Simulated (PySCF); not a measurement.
C5H4OS.
Bonds: O1–C2 (double), C2–C3, C3–C4 (aromatic), C4–C5 (aromatic), C5–C6 (aromatic), C6–S7 (aromatic), C3–S7 (aromatic). Hydrogens: H8 on C2; H9 on C4; H10 on C5; H11 on C6.

The same species was optimised twice, with GFN2-xTB and with PBE0-D3(BJ)/def2-SVP (PySCF), and the same property calculations (PySCF, gas phase) were run on both structures.

```json
{"coordinate": "C2–C3 (Å)", "GFN2-xTB": "1.446", "PBE0-D3(BJ)/def2-SVP": "1.464", "change": "+0.018"}
{"coordinate": "C5–C6 (Å)", "GFN2-xTB": "1.365", "PBE0-D3(BJ)/def2-SVP": "1.377", "change": "+0.012"}
{"coordinate": "C4–C5 (Å)", "GFN2-xTB": "1.402", "PBE0-D3(BJ)/def2-SVP": "1.413", "change": "+0.011"}
{"coordinate": "C3–S7 (Å)", "GFN2-xTB": "1.737", "PBE0-D3(BJ)/def2-SVP": "1.729", "change": "-0.008"}
{"coordinate": "C3–C4 (Å)", "GFN2-xTB": "1.376", "PBE0-D3(BJ)/def2-SVP": "1.381", "change": "+0.005"}
{"coordinate": "C6–S7 (Å)", "GFN2-xTB": "1.709", "PBE0-D3(BJ)/def2-SVP": "1.708", "change": "-0.001"}
{"coordinate": "O1=C2 (Å)", "GFN2-xTB": "1.207", "PBE0-D3(BJ)/def2-SVP": "1.207", "change": "0.000"}
{"coordinate": "O1–C2–C3 (°)", "GFN2-xTB": "124.8", "PBE0-D3(BJ)/def2-SVP": "123.6", "change": "-1.2"}
{"coordinate": "C2–C3–C4 (°)", "GFN2-xTB": "128.0", "PBE0-D3(BJ)/def2-SVP": "127.1", "change": "-0.9"}
{"coordinate": "C2–C3–S7 (°)", "GFN2-xTB": "121.0", "PBE0-D3(BJ)/def2-SVP": "121.7", "change": "+0.7"}
{"coordinate": "C3–S7–C6 (°)", "GFN2-xTB": "91.0", "PBE0-D3(BJ)/def2-SVP": "91.7", "change": "+0.7"}
{"coordinate": "C5–C6–S7 (°)", "GFN2-xTB": "112.7", "PBE0-D3(BJ)/def2-SVP": "112.2", "change": "-0.5"}
{"coordinate": "C3–C4–C5 (°)", "GFN2-xTB": "112.9", "PBE0-D3(BJ)/def2-SVP": "112.6", "change": "-0.3"}
{"coordinate": "C4–C3–S7 (°)", "GFN2-xTB": "111.0", "PBE0-D3(BJ)/def2-SVP": "111.2", "change": "+0.2"}
{"coordinate": "C4–C5–C6 (°)", "GFN2-xTB": "112.4", "PBE0-D3(BJ)/def2-SVP": "112.3", "change": "-0.1"}
{"coordinate": "O1–C2–C3–C4 (°)", "GFN2-xTB": "0", "PBE0-D3(BJ)/def2-SVP": "0", "change": "0"}
```

Rotational constants: A = 5048, B = 1804, C = 1329 MHz (GFN2-xTB) against A = 5037, B = 1792, C = 1322 MHz (PBE0-D3(BJ)/def2-SVP). Point groups within 0.08 Å: Cs and Cs.

On the GFN2-xTB structure: HOMO (eV) -7.48 [PBE0/pcSseg-1]; LUMO (eV) -2.07 [PBE0/pcSseg-1]; dipole (D) 3.52 [PBE0/pcSseg-1]; GIAO shielding of O1 (ppm) -307.0 [PBE0/pcSseg-1]; GIAO shielding of C2 (ppm) 3.1 [PBE0/pcSseg-1]; GIAO shielding of C3 (ppm) 34.2 [PBE0/pcSseg-1]; GIAO shielding of C4 (ppm) 51.1 [PBE0/pcSseg-1]; GIAO shielding of C5 (ppm) 53.5 [PBE0/pcSseg-1]; GIAO shielding of C6 (ppm) 42.9 [PBE0/pcSseg-1]; GIAO shielding of S7 (ppm) 257.5 [PBE0/pcSseg-1].

Q: What do these properties become on the PBE0-D3(BJ)/def2-SVP structure?

A: 
| property | level | on GFN2-xTB | on PBE0-D3(BJ)/def2-SVP | change |
| --- | --- | --- | --- | --- |
| HOMO (eV) | PBE0/pcSseg-1 | -7.48 | -7.46 | +0.02 |
| LUMO (eV) | PBE0/pcSseg-1 | -2.07 | -2.04 | +0.03 |
| dipole (D) | PBE0/pcSseg-1 | 3.52 | 3.39 | -0.13 |
| energy, GFN2-xTB geometry as zero (kcal/mol) | PBE0/pcSseg-1 | 0.0 | -0.3 | -0.3 |
| GIAO shielding of O1 (ppm) | PBE0/pcSseg-1 | -307.0 | -309.3 | -2.3 |
| GIAO shielding of C2 (ppm) | PBE0/pcSseg-1 | 3.1 | 2.5 | -0.6 |
| GIAO shielding of C3 (ppm) | PBE0/pcSseg-1 | 34.2 | 34.3 | +0.1 |
| GIAO shielding of C4 (ppm) | PBE0/pcSseg-1 | 51.1 | 49.1 | -2.0 |
| GIAO shielding of C5 (ppm) | PBE0/pcSseg-1 | 53.5 | 50.9 | -2.6 |
| GIAO shielding of C6 (ppm) | PBE0/pcSseg-1 | 42.9 | 42.5 | -0.4 |
| GIAO shielding of S7 (ppm) | PBE0/pcSseg-1 | 257.5 | 262.4 | +4.9 |

The heavy atoms differ by 0.012 Å rms after alignment. Among bonds between heavy atoms C2–C3 changes most (+0.018 Å). Changes are differences of the printed values. Neither structure is proved a minimum here.

Conformer computed: `[O:1]=[CH:2][c:3]1[cH:4][cH:5][cH:6][s:7]1`: O1–C2–C3–C4 0°.
